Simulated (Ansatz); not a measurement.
Relaxation of CH4AlB2Cl (9 atoms, charge 0, multiplicity 1), to a largest force component of 0.02 eV/Å in at most 50 steps.

Theory: Ansatz, RKS CAM-B3LYP-D4/def2-SVP.

```xyz
9
Properties=species:S:1:pos:R:3
Cl -1.727 -2.366 1.257
B -0.744 -0.985 0.516
B 0.778 -0.930 -0.207
C 0.805 0.650 -0.466
Al -1.006 1.023 0.230
H 1.632 -1.738 -0.406
H 1.555 1.177 0.097
H 0.825 0.873 -1.556
H -2.029 2.250 0.518
```

Where does it end, and by what steps?

It converged. After 17 steps the energy has fallen by 1.202 eV; H6 moved furthest, 1.35 Å. Joined: B3–Al5 (2.68 → 2.36 Å).

```tsv
step	energy less start (eV)	largest force component (eV/Å)	accepted
0	0.0000	2.945	yes
1	-0.4110	1.167	yes
2	-0.5280	0.663	yes
3	-0.5460	0.284	yes
4	-0.5179	1.270	no
5	-0.5615	0.108	yes
6	-0.5873	0.450	yes
7	-0.6370	0.988	yes
8	-0.7411	1.390	yes
9	-0.8715	1.562	yes
10	-1.0049	1.153	yes
11	-1.1295	0.488	yes
12	-1.1624	0.399	yes
13	-1.1938	0.250	yes
14	-1.2000	0.145	yes
15	-1.2016	0.046	yes
16	-1.2015	0.055	no
17	-1.2019	0.010	yes
```

```xyz
9
Properties=species:S:1:pos:R:3
Cl -1.794 -2.640 0.379
B -0.854 -1.183 0.372
B 0.766 -0.760 0.134
C 0.802 0.542 -0.630
Al -0.866 0.923 0.437
H 1.712 -1.122 0.794
H 1.694 1.116 -0.897
H -0.004 0.704 -1.404
H -1.369 2.375 0.798
```

Run time: 41 s on 2 threads of Intel(R) Xeon(R) Platinum 8488C (Sapphire Rapids), on a shared host, peak memory 0.28 GiB.
